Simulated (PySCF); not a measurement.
Cartesian coordinates (Å):
```xyz
5

O      1.0559    -0.3479    -0.1259
Si    -0.4387    -0.0001     0.4243
F     -1.3379    -1.2384     0.0074
F     -1.0326     1.2845    -0.3100
H      1.7532     0.3019     0.0042
```
Charge 0, spin multiplicity 2.

### Question
What is the computed highest occupied spin orbital, dipole moment and total energy (r2SCAN-D4/def2-TZVP in PySCF)?

### Answer

```json
{
 "highest_occupied_spin_orbital": "-6.15 eV",
 "dipole_moment": "2.39 D",
 "total_energy": "-565.1350 Ha"
}
```
